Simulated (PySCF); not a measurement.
C5H11FN (charge +1).
Z-matrix (Å and degrees, GFN2-xTB geometry), rows numbered from 1:
```
F 
C   1  1.3719
C   2  1.5278  1  107.63
C   3  1.5271  2  114.56  1    68.91
C   4  1.5249  3  102.59  2  -156.65
C   5  1.5264  4  102.77  3    42.33
N   6  1.5029  5  104.89  4   -29.99
H   2  1.0947  1  107.04  3  -121.40
H   2  1.0925  1  107.96  3   120.17
H   3  1.0926  2  109.91  1  -165.82
H   4  1.0909  3  110.23  2   -38.65
H   4  1.0865  3  111.81  2    82.41
H   5  1.0863  4  112.49  3   162.72
H   5  1.0895  4  110.48  3   -76.12
H   6  1.0883  5  112.84  4  -150.42
H   6  1.0897  5  110.56  4    87.34
H   7  1.0226  3  111.80  2   -94.21
H   7  1.0292  3  107.31  2    23.62
```

Vertical excitations from PySCF (density fitting, frozen core in the response, grid level 2 and gas phase unless stated; continuum runs use non-equilibrium linear response for the excitations) on a GFN2-xTB geometry. Reference run:

```
                              settings    S1, eV (f)    S2, eV (f)    S3, eV (f)    S4, eV (f)    S5, eV (f)    S6, eV (f)  T1, eV (Tamm–Dancoff)  mean α (au)
PBE0/def2-SVPD, full TDDFT, 6 singlets  8.67 (0.001)  8.89 (0.005)  9.21 (0.004)  9.36 (0.010)  9.48 (0.030)  9.64 (0.050)                   8.52         60.4
```

Problem. What do these settings give: KT2/def2-SVPD, energy threshold 1e-07 Eh, full TDDFT, 6 singlets?

Solution. 
```json
{"settings": "KT2/def2-SVPD, energy threshold 1e-07 Eh, full TDDFT, 6 singlets", "S1, eV (f)": "7.48 (0.001)", "S2, eV (f)": "7.78 (0.004)", "S3, eV (f)": "8.02 (0.007)", "S4, eV (f)": "8.29 (0.006)", "S5, eV (f)": "8.42 (0.022)", "S6, eV (f)": "8.60 (0.033)", "T1, eV (Tamm–Dancoff)": "7.39", "mean α (au)": "63.2"}
```

S1 moves by -1.19 eV (KT2 has no exact exchange, PBE0 25 % exact exchange). States are counted by energy in each run and needn't keep their character from row to row.

KT2 was designed for NMR shieldings or shifts; total energies of different functionals aren't comparable.

Problem. Give the leading configurations of S1 (H = HOMO, L = LUMO) and the HOMO–LUMO gap of each run.

Solution. 
```tsv
settings	S1 configurations (weight)	S1 (eV)	orbital gap (eV)	S1 − gap (eV)
PBE0/def2-SVPD, full TDDFT, 6 singlets	H→L 0.95	8.67	9.82	-1.15
KT2/def2-SVPD, energy threshold 1e-07 Eh, full TDDFT, 6 singlets	H→L 1.00	7.48	7.45	+0.03
```

One conformer stands for the species.
